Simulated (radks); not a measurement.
Results of a calculation; reference values are marked as such.
Problem. Species: the gallium ion Ga+. Configuration: [Ar] 3d10 4s2. Code: a radial shooting solver on a logarithmic mesh with Libxc functionals. Model: scalar-relativistic Kohn-Sham, SOGGA, spin-polarised, spherical densities, finite nucleus; Fermi nuclear charge, rms radius 3.9973 fm. Some entries of the table are withheld. Estimate them.

orbital  occ.  eigenvalue (eV)  <1/r> (bohr^-1)
1s          2              (1)            31.28
2s          2        -1269.297            6.841
2p          6        -1106.341            6.712
3s          2              (2)            2.183
3p          6        -106.8955              (3)
3d         10         -27.3284              (4)
4s          2         -16.2227           0.5883
4p          0          -8.9366           0.4508

Solution. 
(1) 1s eigenvalue (eV): -10229.09
(2) 3s eigenvalue (eV): -155.9978
(3) 3p <1/r> (bohr^-1): 2.030
(4) 3d <1/r> (bohr^-1): 1.651
